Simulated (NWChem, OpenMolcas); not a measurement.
## How basis sets differ on [SiF5]− (SMILES F[Si-](F)(F)(F)F)

The species is [SiF5]− (6 atoms), meant as a singlet with charge -1. SMILES: `F[Si-](F)(F)(F)F`. The shape is that of a PBE0-D4/def2-TZVPD optimisation.

```xyz
6

F    -0.7169   -1.1060    1.0235
Si    0.0000    0.0000    0.0000
F    -1.4667    0.5835   -0.3964
F     0.6515   -1.2184   -0.8602
F     0.7165    1.1058   -1.0240
F     0.8155    0.6351    1.2570
```

Quantity: the HOMO–LUMO gap, in eV. The values are calculated.

```
                          level          kind     program  value (eV)
              HF/ANO-R0 (sfX2C)  Hartree–Fock  OpenMolcas       22.21
                      HF/STO-3G  Hartree–Fock  OpenMolcas       23.10
                       HF/3-21G  Hartree–Fock      NWChem       22.39
          HF/ANO-RCC-VDZ (DKH2)  Hartree–Fock  OpenMolcas       20.71
HF/6-31G* (spherical functions)  Hartree–Fock  OpenMolcas       21.67
```

Sets without diffuse functions describe the anion poorly. The values span 20.71 to 23.10 eV. A Hartree–Fock LUMO above zero doesn't converge with the basis: it sinks as sets grow more diffuse. Orbital gaps aren't excitation energies.
